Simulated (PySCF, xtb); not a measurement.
SeF4, SMILES F[Se](F)(F)F.

xtb with GFN2-xTB at its own geometry gives an orbital gap of 6.69 eV and a dipole moment of 2.48 D.

Geometry: PBE0-D3(BJ)/def2-SVP. The geometry has at least one imaginary mode, so it is a saddle point at that level. The isomer is the one that the SMILES or the coordinates give; other isomers of the formula were not compared.

### Question
What does PySCF with r2SCAN/def2-TZVP give? (The exact figures need the calculation; the answer reports its results.)

### Answer
gap 6.26 eV (levels -9.61 and -3.35 eV), dipole 2.08 D.
